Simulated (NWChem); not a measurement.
# SrBrCl; SMILES [Cl][Sr][Br]

Results from NWChem. The geometry was optimised at PBE0/def2-SVP. def2 effective core potentials on Sr; no spin-orbit coupling.

Problem. What does the run give for RPBE/def2-SVP? Quantities: highest occupied level (eV); orbital gap (eV); dipole (D).

Solution. 
```
Item                         Value
---------------------------  -----
highest occupied level (eV)  -6.21
orbital gap (eV)              3.23
dipole (D)                    3.44
```
